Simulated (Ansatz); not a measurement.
Input for Ansatz (a quantum-chemistry and plane-wave program): R-CCSD(T)/cc-pV(T+d)Z on ClHSSi (SMILES S[Si]Cl), a point of a torsion scan. Files ending in .json are basis or fitting sets from the Basis Set Exchange.

Ansatz 0.2 input:
```yaml
crystal:
  periodic: [false, false, false]
  atoms:
    - {symbol: S, position_ang: [-1.27363579, 0.51012940, 0.42641009]}
    - {symbol: Si, position_ang: [0.80696414, 0.81255687, -0.26947577]}
    - {symbol: Cl, position_ang: [0.54051191, 2.07504484, -1.85995739]}
    - {symbol: H, position_ang: [-1.46451634, -0.54299307, -0.35678478]}
basis:
  gaussian:
    orbitals: cc-pV_T+d_Z.json
magnetization: {spin_polarized: false}
correlation: {method: ccsd_t, electrons: outside_noble_gas}
scf: {lower_state_search: off}
```

Task: Predict the final total energy.

Result: -1147.1643 hartree (reference determinant -1146.6337, T1 diagnostic 0.014).

Task: How many basis functions does it have, and what does it roughly cost on one machine?

Result: 131 functions; very roughly 8 core-seconds.
